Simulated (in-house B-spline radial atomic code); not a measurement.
I+ is squeezed into an impenetrable sphere of radius R (the orbitals vanish at R). All numbers are computed (scalar-relativistic (X2C) Hartree-Fock, spin-polarised, averaged over the determinants with the given up and down occupations; Fermi nucleus of rms radius 4.75 fm) with a radial B-spline atomic code at the basis-set limit, not measured.

Energies in eV above the free ion in [Kr] 4d10 5s2 5p4:

```tsv
R (bohr)	highest level (eV)	[Kr] 4d10 5s2 5p4	[Ar] 3d10 4s2 4p5 4d10 5s2 5p4 5d1	[Kr] 4d9 4f1 5s2 5p4
8.52	-18	0.001807	147.8	65.78
6.67	-17.9	0.06539	148.2	67.38
5.08	-17.2	1.226	150.5	70.35
4.07	-14.4	7.479	159	77.86
3.5	-9.99	20.77	175.7	92.12
3.19	-5.49	36.54	195	108.7
2.51	17.7	134.8	312.4	210.5
2.34	29.6	191.9	379.4	269.1
1.68	156	916.8	1204	1005
1.39	325	2099	2507	2194
```

Task: Does [Ar] 3d10 4s2 4p5 4d10 5s2 5p4 5d1 fall below [Kr] 4d10 5s2 5p4 under compression?

Result: No, it stays above over the whole range.

Task: Does [Kr] 4d9 4f1 5s2 5p4 fall below [Kr] 4d10 5s2 5p4 under compression?

Result: No, it stays above over the whole range.

The highest level is first positive in the row R = 2.51 bohr, pushed up by confinement above the zero of the free ion's potential. Each configuration is held fixed and needn't be the lowest in the sphere.
